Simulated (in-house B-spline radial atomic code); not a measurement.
## Ionising Pm³⁺ with different functionals

Computed with an all-electron radial atomic-structure program (B-spline basis): scalar-relativistic (spin-free X2C) Hamiltonian, Fermi nucleus of rms radius 4.962 fm, spin-polarised at highest spin, spherical fractional occupations for the functionals, and exact exchange of hybrids averaged over the configuration. The ionisation energy is the difference of two self-consistent energies, [Xe] 4f4 → [Xe] 4f3, without Breit or QED terms; ε is the level of the shell that loses the electron (its least bound occupied spin orbital). There is no spin-orbit coupling in this Hamiltonian.

| method | rung | ΔSCF (eV) | -ε(4f) (eV) |
| --- | --- | --- | --- |
| PBE0 | global hybrid | 41.80 | 35.68 |
| B3LYP | global hybrid | 41.86 | 35.09 |
| TPSSh | global hybrid | 41.86 | 33.80 |
| BHandHLYP | global hybrid | 41.16 | 38.33 |
| r2SCAN0 | global hybrid | 41.79 | 35.69 |
| B97-1 | global hybrid | 41.79 | 35.15 |
| HSE06 | range-separated hybrid | 41.74 | 35.20 |
| wB97X | range-separated hybrid | 41.65 | 37.97 |
| CAM-B3LYP | range-separated hybrid | 41.78 | 37.04 |
| LC-wPBE | range-separated hybrid | 41.96 | 38.09 |

**Question.** Among the functionals, which spreads more, the ΔSCF values or the orbital energies?

**Answer.** The orbital energies: ΔSCF values span about 0.80 eV and the orbital energies 4.54 eV; here energy differences depend much less on the functional than eigenvalues do.

**Question.** How do they compare with the NIST value?

**Answer.** NIST lists 41.17 eV ± 0.09 (semi-empirical, ground level to ground level). Errors run from -0.01 to +0.79 eV; BHandHLYP is closest (-0.01 eV), but part of that can be cancellation, since the calculations leave out spin-orbit coupling, Breit-QED terms, multiplet and fine-structure energies.
